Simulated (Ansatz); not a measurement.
Geometry optimisation, Ansatz 0.2.0, RKS BLYP-D4/def2-mTZVP.

Input file:

```yaml
crystal:
  periodic: [false, false, false]
  atoms:
    - { symbol: Ga, position_ang: [-0.8453, 1.1957, -0.3527] }
    - { symbol: C, position_ang: [-0.6525, -0.6694, 0.2762] }
    - { symbol: "N", position_ang: [0.6296, -0.8448, 0.8701] }
    - { symbol: As, position_ang: [2.0686, -0.3503, -0.399] }
    - { symbol: H, position_ang: [-1.58242, 1.22769, -0.86472] }
    - { symbol: H, position_ang: [0.3179, 1.71137, -0.65541] }
    - { symbol: H, position_ang: [-0.8163, -1.4836, -0.4425] }
    - { symbol: H, position_ang: [-1.3969, -0.6785, 1.0543] }
    - { symbol: H, position_ang: [0.7456, -0.1377, 1.7059] }
    - { symbol: H, position_ang: [1.2321, 0.9276, -0.8289] }
    - { symbol: H, position_ang: [1.36, -1.2441, -1.5052] }
basis:
  gaussian: { orbitals: def2-mTZVP }
hamiltonian:
  xc: blyp
  dispersion: d4
relax:
  f_tol: 0.015
  max_steps: 40
```

Launched with:

```bash
$ ansatz run input.yaml --threads 2 --pin off --max-ram 3072MiB --backend cpu --events-out ev --progress --plain --runs-dir out
```

Problem. Where does it end, and by what steps?

Solution. The forces met the threshold. After 19 steps the energy has fallen by 12.860 eV; H6 moved furthest, 1.27 Å. The start is strongly strained (largest force component 42 eV/Å).

```
step  energy less start (eV)  largest force component (eV/Å)  accepted
   0                  0.0000                          42.458       yes
   1                 -8.1458                          13.905       yes
   2                -10.8090                           5.970       yes
   3                -11.9657                           2.019       yes
   4                -12.4844                           0.778       yes
   5                -12.6951                           0.336       yes
   6                -12.7851                           0.275       yes
   7                -12.8214                           0.285       yes
   8                -12.8370                           0.261       yes
   9                -12.8441                           0.055       yes
  10                -12.8388                           0.206        no
  11                -12.8464                           0.020       yes
  12                -12.8493                           0.058       yes
  13                -12.8527                           0.120       yes
  14                -12.8558                           0.132       yes
  15                -12.8576                           0.155       yes
  16                -12.8587                           0.126       yes
  17                -12.8592                           0.134       yes
  18                -12.8599                           0.048       yes
  19                -12.8600                           0.015       yes
```

```xyz
11
Properties=species:S:1:pos:R:3
Ga -0.860 1.192 -0.469
C -0.608 -0.641 0.413
N 0.794 -0.834 0.862
As 2.086 -0.533 -0.478
H -1.813 1.488 -1.709
H -0.155 2.402 0.298
H -0.854 -1.444 -0.295
H -1.284 -0.765 1.274
H 1.008 -0.222 1.657
H 1.264 0.597 -1.260
H 1.483 -1.587 -1.436
```

Whether the end is a true minimum wasn't checked by a vibrational analysis.

Run time: 78 s on 2 threads of Intel(R) Xeon(R) Platinum 8488C (Sapphire Rapids), with other jobs on the host, peak memory 0.21 GiB.
